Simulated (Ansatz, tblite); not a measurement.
Removing and adding an electron: the cluster Te4Pb4 (the lowest singlet isomer of a short search). Total charge 0; singlet. Geometry: PBE-D4/def2-SVP. Ansatz, gas phase; energy differences of separate SCF runs; the oxidised species was run as a doublet alone; the reduced species was run as a doublet alone.

```xyz
8

Pb    1.232    0.723   -2.064
Pb   -0.570    2.014    1.385
Pb   -2.112   -1.186   -0.658
Pb    1.450   -1.551    1.337
Te   -1.601    1.716   -1.479
Te   -1.360   -0.801    2.281
Te    0.628   -2.227   -1.530
Te    2.333    1.313    0.728
```

In the def2 sets Pb, Te take a core potential; there is no spin–orbit coupling. The xTB rows come from tblite. HOMO above LUMO, or a gap near zero within one spin, warns that the state may not be the lowest or that an electron is smeared out. The structure comes from a short search, and lower isomers may exist.

```csv
level,−HOMO (eV),vertical IE (eV),−LUMO (eV),vertical EA (eV),HOMO–LUMO gap (eV),IE − EA (eV),remarks
GFN1-xTB,8.10,10.13,4.47,2.56,3.63,7.57,–
GFN2-xTB,8.60,10.74,5.17,3.09,3.43,7.65,–
PBE-D4/def2-SVP,4.96,–,2.66,1.01,2.29,–,"HOMO above zero (-1 doublet), gap within one spin near zero (-1 doublet)"
PBE0-D4/def2-SVP,5.77,7.09,2.14,0.99,3.64,6.11,HOMO above zero (-1 doublet)
```

Run but left out: PBE-D4/def2-SVP (charge +1 doublet: an occupied level 0.01 eV above an empty one).   A HOMO above zero means that the electron is unbound at that level or that self-interaction error raises the level; the energy of removing that electron tells which. Raw xTB energy differences between charge states are shifted by several eV; the methods need an empirical correction for them. Sets without diffuse functions give affinities that are too small.
